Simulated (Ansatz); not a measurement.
This geometry of C₂H₉AlBN (14 atoms, charge 0, multiplicity 1) is a first-order saddle point.

The calculation used RKS PBE-D4/6-31G* (Ansatz).

```xyz
14
Properties=species:S:1:pos:R:3
B -0.941 0.938 1.547
N -0.586 -0.146 0.593
C 0.961 -0.138 0.376
C 1.134 -0.672 -1.045
Al -0.770 -0.130 -1.496
H -1.692 1.809 1.197
H -0.422 0.946 2.639
H -0.814 -1.076 0.973
H 1.442 -0.683 1.210
H 1.283 0.918 0.439
H 1.267 -1.769 -1.036
H 1.989 -0.215 -1.565
H -1.004 1.425 -1.867
H -1.861 -1.237 -1.936
```

(1) Which two structures does it join? (They come from a converged band through this point; their orientation in space is the band's.)

(2) How far does it lie above each of them?

## Answers

(1) No bond is made or broken. The dihedral H7–B1–N2–C3 goes from -179 to 2°. The two ends are copies of one structure, up to a mirror image or an exchange of like atoms.

First end point:

```xyz
14
Properties=species:S:1:pos:R:3
B -1.042 0.913 1.358
N -0.254 -0.186 0.922
C 1.148 -0.130 0.387
C 1.106 -0.560 -1.091
Al -0.848 -0.159 -1.321
H -0.575 2.018 1.272
H -2.145 0.683 1.780
H -0.573 -1.139 1.129
H 1.796 -0.743 1.040
H 1.464 0.921 0.491
H 1.329 -1.635 -1.205
H 1.828 0.003 -1.703
H -1.340 1.349 -1.597
H -1.911 -1.365 -1.433
```

Last end point:

```xyz
14
Properties=species:S:1:pos:R:3
B -1.044 0.909 1.362
N -0.252 -0.186 0.922
C 1.149 -0.124 0.384
C 1.106 -0.564 -1.090
Al -0.847 -0.157 -1.322
H -2.146 0.671 1.783
H -0.584 2.016 1.279
H -0.567 -1.140 1.127
H 1.801 -0.731 1.040
H 1.459 0.928 0.482
H 1.326 -1.640 -1.197
H 1.830 -0.008 -1.707
H -1.329 1.354 -1.598
H -1.915 -1.357 -1.437
```

(2) 0.88 eV above the first and 0.88 eV above the second. This is the barrier of this one path; another mechanism may lie lower.

The run took 4.8 min on 2 threads of Intel(R) Xeon(R) 6975P-C (Granite Rapids) (shared host), peak memory 0.16 GiB.
